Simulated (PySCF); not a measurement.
silene (CH4Si), SMILES C=[SiH2]. Atoms are numbered in the order given.

```xyz
6

C      0.0000     0.0000    -1.1520
Si     0.0000     0.0000     0.5489
H      0.0000    -0.9153    -1.7295
H      0.0000     0.9153    -1.7295
H      0.0000     1.2405     1.3431
H      0.0000    -1.2405     1.3431
```
Charge 0, spin multiplicity 1.

Geometry optimised at B3LYP-D3(BJ)/def2-TZVP.

These are PySCF with HF/def2-TZVPD values and carry that method's errors.

```
Property                                                                                                        Value
---------------------------------------------------------------------------------------------  ----------------------
total energy                                                                                       -329.08524 hartree
point group                                                                                                       C2v
highest occupied level                                                                                       -8.57 eV
lowest empty level                                                                                            1.77 eV
orbital gap                                                                                                  10.34 eV
dipole moment                                                                                                  1.16 D
quadrupole, principal values (traceless, Buckingham form, about the centre of nuclear charge)   -2.52, 1.00, 1.52 D·Å
mean static polarisability                                                                       47.1 bohr³ (6.98 Å³)
polarisability, principal values                                                               39.0, 41.9, 60.4 bohr³
```
